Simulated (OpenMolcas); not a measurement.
Re3+ (d4) among equal point charges was computed by CASSCF with the d shell active (OpenMolcas, ANO-RCC-VDZP on the metal). Its lowest spin-free states, and all those of the highest spin:

| 2S+1 | Degeneracy | E (cm-1) |
| --- | --- | --- |
| 5 | 1 | 0.0 |
| 5 | 1 | 8843 |
| 5 | 1 | 10163 |
| 3 | 2 | 12484 |
| 5 | 2 | 14313 |
| 3 | 1 | 15315 |
| 3 | 1 | 17727 |
| 3 | 1 | 19037 |
| 3 | 2 | 19592 |
| 3 | 1 | 19701 |
| 3 | 1 | 19706 |
| 1 | 1 | 20087 |

Problem. Is the site octahedral, tetrahedral or cube-like, axial, or of lower symmetry?

Solution. The states with 2S+1 = 5 have orbital degeneracies 1, 1, 1, 2. There are pairs but no triples, so the site is axial: not cubic, but with a proper or improper axis of order three or more. The run had Re3+ among 6 point charges of -1.7 e arranged as a tetragonal octahedron (D4h), 2.13 Å from the ion, with the axial distance 2.449 Å.

Spin-orbit coupling mixes the spin-free states strongly: the lowest level takes only 61 % from its leading state, 5B1. Without dynamic correlation the repulsion within the d shell is too large (B by tens of per cent), so at a given field states of lower spin stand too high. This shell can be high or low spin here, a state of another spin lies low, and with metal d orbitals alone active their balance is uncertain, so the ground spin may be wrong. Point charges give a weaker field than real ligands, and real ions of this kind are as a rule low spin; the high spin found here belongs to the model. Point charges carry no covalency, so the field is a model and not that of real ligands. No measured value stands beside these numbers.
